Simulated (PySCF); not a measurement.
# Ionisation energy of Tm²⁺ by level of theory

Tm²⁺ [Xe] 4f13 [4f5/2^6 4f7/2^7, M_J = 7/2] → Tm³⁺ [Xe] 4f12 [4f5/2^6 4f7/2^6, M_J = 6], as a difference of total energies. All numbers are calculated (PySCF 2.14, the two-component X2C-1e Hamiltonian, in x2c-TZVPall-2c). Correlated levels: [Ar] 3d10 frozen; the 18 highest virtual spinors dropped. "Screened" scales the spin-orbit matrix elements by Boettger's factors to mimic the two-electron term; Breit and QED terms are absent.

```csv
method,ionisation energy (eV)
GHF (spin-free),19.223
GMP2 (spin-free),25.058
GHF (screened spin-orbit),18.761
GMP2 (screened spin-orbit),24.601
```

Task: How much does correlation contribute at GMP2 (screened spin-orbit)?

Result: 24.601 − (18.761) = 5.840 eV, measured against GHF (screened spin-orbit).

The spin-free rows relax to the high-spin LS determinant and lack the spin-orbit shift.

The labels give the starting determinants; with spin-orbit coupling the two ends relaxed to ⟨J²⟩ = 15.76, ⟨L²⟩ = 12.11, ⟨S²⟩ = 0.85 and ⟨J²⟩ = 42.01, ⟨L²⟩ = 30.19, ⟨S²⟩ = 2.08.

For comparison: 23.66 ± 0.03 eV (semi-empirical (NIST evaluation); NIST Atomic Spectra Database, ionization energies).
